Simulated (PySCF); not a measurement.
# How methods differ on the excitation energy of W

W [Xe] 4f14 5d4 6s2 (5D) → W [Xe] 4f14 5d3 6s2 7s1 (5F), as a difference of total energies. Computed with PySCF 2.14 in x2c-TZVPPall with one added diffuse shell each of s, p, d, f type (12s8p8d4f1g, 113 functions), with the spin-free X2C one-electron Hamiltonian (Gaussian nucleus). The calculations carry no spin-orbit coupling.

| method | excitation energy (cm⁻¹) |
| --- | --- |
| UHF | 48648 |
| PBEsol | 55622 |
| wB97M-V | 53220 |
| BHandHLYP | 52327 |

The promoted electron is Rydberg-like, and one or two diffuse shells describe it only roughly, which tends to raise the upper state.
